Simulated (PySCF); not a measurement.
PySCF input for Ga(F)(OH)(OMe) (CH4FGaO2), SMILES [Ga]([O]C)([F])[OH], TDA-PBE0/def2-SVPD. Geometry optimised at PBE0-D3(BJ)/def2-SVP. The structure was generated by enumeration; whether it is a known compound was not checked. One conformer was computed; it need not be the lowest.

```python
import numpy as np
from pyscf import gto, scf, dft, tdscf

mol = gto.M(
    atom='''
    Ga    0.04996146    0.29796239    0.18755067
    F     0.94318878    1.78912457    0.31904286
    O    -1.17870353   -0.09398612    1.39881758
    H    -1.26911976    0.58135923    2.07986775
    O     0.41318482   -0.76956653   -1.16068257
    C    -0.23579073   -1.99580910   -1.38215315
    H    -0.74397826   -1.98115052   -2.36182759
    H     0.50508305   -2.81357492   -1.40151363
    H    -0.99059517   -2.24231319   -0.61414417
    ''',
    basis='def2-SVPD',
    charge=0,
    spin=0,
    max_memory=1600,
    verbose=4,
)
mf = dft.RKS(mol, xc='pbe0').density_fit(auxbasis='def2-universal-jkfit')
mf.grids.level = 3
mf.conv_tol = 1e-9
mf.max_cycle = 100
mf.kernel()
mf.grids = dft.Grids(mol).set(level=1).build(with_non0tab=True)  # coarser grid for the response kernel
td = tdscf.TDA(mf)
td.singlet = True
td.nstates = 10
td.conv_tol = 1e-4
td.positive_eig_threshold = 1e-6
td.kernel(x0=td.get_init_guess(mf, 15))
td.analyze()
tt = tdscf.TDA(mf)
tt.singlet = False
tt.nstates = 4
tt.conv_tol = 1e-4
tt.positive_eig_threshold = 1e-6
tt.kernel(x0=tt.get_init_guess(mf, 9))
tt.analyze(verbose=3)
```

Log of the run:

```
PySCF version 2.14.0

[INPUT] verbose = 4
[INPUT] num. atoms = 9
[INPUT] num. electrons = 66
[INPUT] charge = 0
[INPUT] spin (= nelec alpha-beta = 2S) = 0
[INPUT] symmetry False subgroup None
[INPUT] Mole.unit = angstrom
[INPUT] Symbol           X                Y                Z      unit          X                Y                Z       unit  Magmom
[INPUT]  1 Ga     0.049961460000   0.297962390000   0.187550670000 AA    0.094413476183   0.563067312521   0.354419400779 Bohr   0.0
[INPUT]  2 F      0.943188780000   1.789124570000   0.319042860000 AA    1.782368477963   3.380955440030   0.602903627398 Bohr   0.0
[INPUT]  3 O     -1.178703530000  -0.093986120000   1.398817580000 AA   -2.227426853758  -0.177608026311   2.643382124427 Bohr   0.0
[INPUT]  4 H     -1.269119760000   0.581359230000   2.079867750000 AA   -2.398288765674   1.098609724688   3.930380422815 Bohr   0.0
[INPUT]  5 O      0.413184820000  -0.769566530000  -1.160682570000 AA    0.780806148628  -1.454269976332  -2.193372174856 Bohr   0.0
[INPUT]  6 C     -0.235790730000  -1.995809100000  -1.382153150000 AA   -0.445579902411  -3.771532595915  -2.611890915705 Bohr   0.0
[INPUT]  7 H     -0.743978260000  -1.981150520000  -2.361827590000 AA   -1.405915154030  -3.743831894340  -4.463207298542 Bohr   0.0
[INPUT]  8 H      0.505083050000  -2.813574920000  -1.401513630000 AA    0.954468634660  -5.316886029745  -2.648476920545 Bohr   0.0
[INPUT]  9 H     -0.990595170000  -2.242313190000  -0.614144170000 AA   -1.871953571617  -4.237357814600  -1.160564282298 Bohr   0.0

nuclear repulsion = 389.182598768423
number of shells = 65
number of NR pGTOs = 249
number of NR cGTOs = 159
basis = def2-SVPD
ecp = {}


[settings echo left out]
init E= -2214.3996377465
  HOMO = -0.367606213494239  LUMO = -0.116935888589902  gap/eV = 6.82109
cycle= 1 E= -2214.50625701714  delta_E= -0.107  |g|= 1.16  |ddm|= 3.99
  HOMO = -0.182484363010222  LUMO = -0.0289027444344381  gap/eV = 4.17917
cycle= 2 E= -2213.99510251023  delta_E= 0.511  |g|= 2.04  |ddm|= 3.87
  HOMO = -0.319088353399906  LUMO = -0.0590571210783  gap/eV = 7.07581
cycle= 3 E= -2214.73977121419  delta_E= -0.745  |g|= 0.0987  |ddm|= 2.65
  HOMO = -0.303661266448139  LUMO = -0.0548616335460324  gap/eV = 6.77018
cycle= 4 E= -2214.74047019323  delta_E= -0.000699  |g|= 0.0842  |ddm|= 0.155
  HOMO = -0.310606155087362  LUMO = -0.0554145782678859  gap/eV = 6.94412
cycle= 5 E= -2214.74162648881  delta_E= -0.00116  |g|= 0.0137  |ddm|= 0.073
  HOMO = -0.309904427210378  LUMO = -0.0555348674345306  gap/eV = 6.92175
cycle= 6 E= -2214.74165420371  delta_E= -2.77e-05  |g|= 0.00407  |ddm|= 0.0144
  HOMO = -0.31003883556075  LUMO = -0.0554034724897554  gap/eV = 6.92898
cycle= 7 E= -2214.74165631148  delta_E= -2.11e-06  |g|= 0.000928  |ddm|= 0.00467
  HOMO = -0.310007863900406  LUMO = -0.055422572900985  gap/eV = 6.92762
cycle= 8 E= -2214.74165641017  delta_E= -9.87e-08  |g|= 0.000582  |ddm|= 0.00129
  HOMO = -0.31005995109002  LUMO = -0.0554297781703919  gap/eV = 6.92884
cycle= 9 E= -2214.74165647225  delta_E= -6.21e-08  |g|= 4.51e-05  |ddm|= 0.000575
  HOMO = -0.310057416071134  LUMO = -0.0554277047335963  gap/eV = 6.92883
cycle= 10 E= -2214.7416564726  delta_E= -3.54e-10  |g|= 1.72e-05  |ddm|= 6.1e-05
  HOMO = -0.310053978854547  LUMO = -0.0554282370304322  gap/eV = 6.92872
Extra cycle  E= -2214.74165647256  delta_E= 4.59e-11  |g|= 2.2e-05  |ddm|= 4.06e-05
converged SCF energy = -2214.74165647256
tot grids = 38144
Overwritten attributes  positive_eig_threshold  of <class 'pyscf.tdscf.rks.TDA'>


******** <class 'pyscf.tdscf.rks.TDA'> for <class 'pyscf.df.df_jk.DFRKS'> ********
nstates = 10 singlet
deg_eia_thresh = 1.000e-03
wfnsym = None
conv_tol = 0.0001
eigh lindep = 1e-12
eigh level_shift = 0
eigh max_cycle = 100


Excitation energies (eV)
[5.50625124 6.10699577 6.68933316 7.29679029 7.35741707 7.46871761
 8.06572181 8.24031321 8.32613639 8.37127835]

** Singlet excitation energies and oscillator strengths **
Excited State   1:      5.50625 eV    225.17 nm  f=0.0056
      33 -> 34        0.69804
Excited State   2:      6.10700 eV    203.02 nm  f=0.0252
      32 -> 34       -0.67605
      33 -> 35        0.18259
Excited State   3:      6.68933 eV    185.35 nm  f=0.0399
      31 -> 34       -0.69807
Excited State   4:      7.29679 eV    169.92 nm  f=0.0038
      32 -> 35        0.70132
Excited State   5:      7.35742 eV    168.52 nm  f=0.1170
      32 -> 34        0.17430
      33 -> 35        0.66043
Excited State   6:      7.46872 eV    166.00 nm  f=0.0520
      30 -> 34        0.64530
      31 -> 35       -0.25728
Excited State   7:      8.06572 eV    153.72 nm  f=0.0234
      33 -> 36       -0.57840
      33 -> 37       -0.39115
Excited State   8:      8.24031 eV    150.46 nm  f=0.0565
      29 -> 34       -0.67108
      31 -> 35       -0.16743
Excited State   9:      8.32614 eV    148.91 nm  f=0.0015
      33 -> 36        0.37827
      33 -> 37       -0.56454
      33 -> 39       -0.11363
Excited State  10:      8.37128 eV    148.11 nm  f=0.0559
      28 -> 34       -0.68154
      30 -> 35       -0.11140

** Transition electric dipole moments (AU) **
state          X           Y           Z        Dip. S.      Osc.
  1         0.1410     -0.0959      0.1114      0.0415      0.0056
  2         0.1876     -0.1300     -0.3407      0.1682      0.0252
  3        -0.3417      0.2296     -0.2714      0.2432      0.0399
  4         0.0989     -0.0500      0.0953      0.0214      0.0038
  5        -0.0514      0.5845      0.5521      0.6491      0.1170
  6         0.3800      0.2928     -0.2320      0.2840      0.0520
  7         0.2381     -0.1607      0.1894      0.1184      0.0234
  8        -0.0412      0.3787      0.3674      0.2801      0.0565
  9        -0.0579      0.0377     -0.0507      0.0073      0.0015
 10         0.3615     -0.2421      0.2885      0.2726      0.0559

** Transition velocity dipole moments (imaginary part, AU) **
state          X           Y           Z        Dip. S.      Osc.
  1         0.0114     -0.0081      0.0092      0.0003      0.0009
  2         0.0407     -0.0230     -0.0702      0.0071      0.0211
  3        -0.0588      0.0395     -0.0466      0.0072      0.0195
  4        -0.0003      0.0041      0.0020      0.0000      0.0001
  5         0.0185      0.1255      0.0836      0.0231      0.0569
  6         0.0852      0.0625     -0.0547      0.0142      0.0344
  7         0.0755     -0.0509      0.0605      0.0120      0.0269
  8        -0.0058      0.1112      0.1001      0.0224      0.0494
  9        -0.0235      0.0154     -0.0198      0.0012      0.0026
 10         0.0899     -0.0602      0.0718      0.0169      0.0365

** Transition magnetic dipole moments (imaginary part, AU) **
state          X           Y           Z
  1         0.0596      0.2687      0.1476
  2         0.3588     -0.2352      0.2845
  3         0.1898      0.4177      0.1123
  4         0.1979      0.5103      0.1428
  5        -0.3908      0.2523     -0.3203
  6         0.3647     -0.2428      0.2920
  7         0.5919      0.1048     -0.6465
  8        -0.2431      0.1641     -0.1962
  9         0.3517      0.0438     -0.4046
 10        -0.2700      0.0804      0.4051


******** <class 'pyscf.tdscf.rks.TDA'> for <class 'pyscf.df.df_jk.DFRKS'> ********
nstates = 4 triplet
deg_eia_thresh = 1.000e-03
wfnsym = None
conv_tol = 0.0001
eigh lindep = 1e-12
eigh level_shift = 0
eigh max_cycle = 100


Excitation energies (eV)
[5.15965047 5.61190199 6.17564106 6.44186869]

** Triplet excitation energies and oscillator strengths **
Excited State   1:      5.15965 eV    240.30 nm  f=0.0000
Excited State   2:      5.61190 eV    220.93 nm  f=0.0000
Excited State   3:      6.17564 eV    200.76 nm  f=0.0000
Excited State   4:      6.44187 eV    192.47 nm  f=0.0000
```

Self-consistency was reached.

Cost: very roughly 2.3 core-minutes.
